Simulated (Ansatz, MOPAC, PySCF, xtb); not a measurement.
Pair of molecules: HCl (SMILES Cl) (first 2 atoms) with CHN (SMILES C#N); geometry from B3LYP-D3(BJ)/def2-TZVP, rigid monomers moved along the line of their centres of mass till H2···N4 is 2.34 Å.
(charge 0, multiplicity 1):
```xyz
5

Cl    -0.34072    -1.53255    -0.63115
H     -0.27153    -0.80216     0.43500
C     -0.08653     1.16792     3.30140
N     -0.14685     0.51938     2.36110
H     -0.03014     1.77251     4.17910
```

Monomers are frozen at their geometry in the pair; levels with a basis set take the counterpoise correction. Rows marked so take none.

Cores are frozen in the correlated methods. Rows in 6-311+G**, 6-31G* carry no dispersion term and start afresh at each structure (6-31G* with six Cartesian d functions). The state that PM6 reach isn't checked.

Run with Ansatz (a first-principles code) with Gaussian orbitals; MOPAC for PM6 (differences of heats of formation); PySCF for 6-311+G** rows, 6-31G* rows; xtb for the GFN methods. 

```
level                              interaction energy (kcal/mol)
---------------------------------  -----------------------------
GFN-FF                                                     -3.83
PM6                                                        -3.27
HF/6-31G*                                                  -3.63
HF/aug-cc-pV(D+d)Z                                         -3.23
BP86/6-31G* (no counterpoise)                              -4.47
B3LYP/6-311+G** (no counterpoise)                          -4.29
B3LYP/def2-TZVPPD                                          -3.62
SCS-MP2/aug-cc-pV(D+d)Z                                      [?]
CCSD/aug-cc-pV(D+d)Z                                       -3.86
```

**Question.** What belongs in the gaps?

**Answer.** 
- SCS-MP2/aug-cc-pV(D+d)Z, interaction energy (kcal/mol): -4.02
